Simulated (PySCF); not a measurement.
C8H4ClFN2.
Structure used (PBE0-D3(BJ)/def2-SVP), in Å, numbered top down from 1:
```xyz
16
C8H4ClFN2 angstrom
F      2.7807    2.4159    0.0222
C      1.7394    1.6065   -0.0485
C      1.8119    0.3740    0.6610
N      0.8180   -0.4674    0.6325
C     -0.2807   -0.1284   -0.0927
C     -1.3799   -1.0160   -0.1472
C     -2.4925   -0.6751   -0.8807
C     -2.5523    0.5495   -1.5795
C     -1.4928    1.4312   -1.5406
Cl    -1.5690    2.9246   -2.3919
C     -0.3236    1.1161   -0.7942
N      0.7237    1.9727   -0.7480
H      2.7097    0.1263    1.2379
H     -1.3062   -1.9551    0.4030
H     -3.3474   -1.3529   -0.9298
H     -3.4383    0.8136   -2.1590
```

Computed, not measured: PBE0-D3(BJ)/def2-SVP geometry optimisation, gas phase in PySCF 2.14.0.

Take the most abundant isotopes and a rigid rotor. 

Task: What are A, B and C (MHz)?

Result: Ia = 415.10, Ib = 665.48, Ic = 1080.58 u·Å²; 505379 MHz·u·Å²/I gives A = 1217, B = 759.4, C = 467.7 MHz.

Task: Classify the top.

Result: An asymmetric top; Ray's κ = -0.222.

Task: What does the inertial defect say?

Result: Planar: Δ = Ic − Ia − Ib = 0.00 u·Å². For a rigid frame Δ = −2 Σ m c², so it vanishes when all atoms lie in the ab plane; here none is more than 0.01 Å from it.

Task: List the rotational levels J(Ka,Kc) to J = 2 (K).

Result: Above 0(0,0), as E/k:
J = 1: 1(0,1) 0.059, 1(1,1) 0.081, 1(1,0) 0.095
J = 2: 2(0,2) 0.172, 2(1,2) 0.185, 2(1,1) 0.227, 2(2,1) 0.293, 2(2,0) 0.297
The levels of one J sum to (2J + 1)J(J + 1)(A + B + C)/3.

Task: Which types of transition are allowed, and where do some lines up to J = 5 fall?

Result: The dipole components are |μa| = 0.86 D, |μb| = 2.24 D, |μc| = 0.00 D; the mirror of this Cs structure is the ab plane, so μc vanishes by symmetry and there are no c-type lines. Intensities carry the squares of the components, which stand as 0.15 : 1.00 (a : b). Some lines, for components of 0.1 D or more:

```json
{"type": "a", "branch": "Q", "J(Ka,Kc)": "2(1,1) ← 2(1,2)", "MHz": "875", "lower level (cm⁻¹)": "0.128"}
{"type": "b", "branch": "Q", "J(Ka,Kc)": "3(2,1) ← 3(1,2)", "MHz": "1462", "lower level (cm⁻¹)": "0.292"}
{"type": "b", "branch": "R", "J(Ka,Kc)": "1(1,1) ← 0(0,0)", "MHz": "1685", "lower level (cm⁻¹)": "0.000"}
{"type": "b", "branch": "Q", "J(Ka,Kc)": "5(3,2) ← 5(2,3)", "MHz": "2184", "lower level (cm⁻¹)": "0.752"}
{"type": "b", "branch": "Q", "J(Ka,Kc)": "4(1,3) ← 4(0,4)", "MHz": "2809", "lower level (cm⁻¹)": "0.372"}
{"type": "b", "branch": "R", "J(Ka,Kc)": "3(0,3) ← 2(1,2)", "MHz": "3069", "lower level (cm⁻¹)": "0.128"}
{"type": "a", "branch": "R", "J(Ka,Kc)": "3(1,3) ← 2(1,2)", "MHz": "3188", "lower level (cm⁻¹)": "0.128"}
{"type": "b", "branch": "Q", "J(Ka,Kc)": "4(2,3) ← 4(1,4)", "MHz": "3395", "lower level (cm⁻¹)": "0.374"}
{"type": "b", "branch": "Q", "J(Ka,Kc)": "5(4,1) ← 5(3,2)", "MHz": "3671", "lower level (cm⁻¹)": "0.825"}
{"type": "a", "branch": "R", "J(Ka,Kc)": "3(1,2) ← 2(1,1)", "MHz": "4040", "lower level (cm⁻¹)": "0.158"}
{"type": "b", "branch": "R", "J(Ka,Kc)": "2(2,1) ← 1(1,0)", "MHz": "4120", "lower level (cm⁻¹)": "0.066"}
{"type": "b", "branch": "R", "J(Ka,Kc)": "4(0,4) ← 3(1,3)", "MHz": "4130", "lower level (cm⁻¹)": "0.235"}
{"type": "b", "branch": "R", "J(Ka,Kc)": "3(2,2) ← 2(1,1)", "MHz": "5056", "lower level (cm⁻¹)": "0.158"}
{"type": "a", "branch": "R", "J(Ka,Kc)": "4(3,2) ← 3(3,1)", "MHz": "5059", "lower level (cm⁻¹)": "0.429"}
{"type": "a", "branch": "R", "J(Ka,Kc)": "5(1,5) ← 4(1,4)", "MHz": "5132", "lower level (cm⁻¹)": "0.374"}
{"type": "a", "branch": "R", "J(Ka,Kc)": "4(1,3) ← 3(1,2)", "MHz": "5212", "lower level (cm⁻¹)": "0.292"}
{"type": "b", "branch": "R", "J(Ka,Kc)": "3(3,1) ← 2(2,0)", "MHz": "6655", "lower level (cm⁻¹)": "0.207"}
{"type": "a", "branch": "R", "J(Ka,Kc)": "5(2,3) ← 4(2,2)", "MHz": "6852", "lower level (cm⁻¹)": "0.524"}
{"type": "b", "branch": "R", "J(Ka,Kc)": "5(5,1) ← 4(4,0)", "MHz": "11585", "lower level (cm⁻¹)": "0.735"}
```

Task: Estimate the classical rotational partition function at 10 K, 50 K and 100 K.

Result: Point group Cs, symmetry number σ = 1; q = (√π/σ)·√((kT/h)³/(ABC)), k/h = 20836.6 MHz/K: 8110 at 10 K, 90600 at 50 K, 256000 at 100 K.

Stationary, but not proved a minimum. Constants of a rigid frame at the computed geometry: no zero-point averaging, no centrifugal distortion. Quadrupole hyperfine structure (14N, 35Cl) is left out.
